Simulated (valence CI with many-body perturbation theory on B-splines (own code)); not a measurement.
Results of a calculation; reference values are marked as such.
Assign the levels of V XIX

Method: configuration interaction combined with many-body perturbation theory (CI+MBPT): three valence electrons over a frozen Dirac-Fock core [He], a basis of 11 s, 11 p, 10 d, 8 f, 5 g, 2 h functions for each j, with the one-electron correlation potential Σ1, the two-electron term Σ2, the three-electron term Σ3, Breit, model QED; selected CI, second order for the rest, scaled by the run's own slope (own B-spline code, finite nucleus).

No measured levels were compared; by estimate levels of excited configurations hold to 0.05 to 0.15 % of their energy, terms of the ground configuration to about 0.5 %.

| No. | J | Parity | E (eV) | g |
| --- | --- | --- | --- | --- |
| 1 | 1/2 | odd | 0.00 | 0.662 |
| 2 | 3/2 | odd | 8.51 | 1.331 |
| 3 | 1/2 | even | 41.13 | 2.651 |
| 4 | 3/2 | even | 44.78 | 1.729 |
| 5 | 5/2 | even | 48.87 | 1.588 |
| 6 | 3/2 | even | 74.07 | 0.811 |
| 7 | 5/2 | even | 75.13 | 1.208 |
| 10 | 3/2 | even | 99.54 | 1.319 |
| 11 | 3/2 | odd | 127.76 | 1.971 |
| 12 | 3/2 | odd | 142.93 | 0.864 |
| 13 | 5/2 | odd | 144.67 | 1.197 |
| 14 | 1/2 | odd | 160.29 | 0.662 |
| 15 | 3/2 | odd | 163.47 | 1.293 |
| 16 | 1/2 | even | 758.30 | 2.001 |

Energies count from the lowest level. Strongly mixed levels and levels close to another of their J and parity are left out, so the numbers can have gaps.

Give configuration and LS term of each level.

1: 2s2 2p 2P°; 2: 2s2 2p 2P°; 3: 2s 2p2 4P; 4: 2s 2p2 4P; 5: 2s 2p2 4P; 6: 2s 2p2 2D; 7: 2s 2p2 2D; 10: 2s 2p2 2P; 11: 2p3 4S°; 12: 2p3 2D°; 13: 2p3 2D°; 14: 2p3 2P°; 15: 2p3 2P°; 16: 2s2 3s 2S.
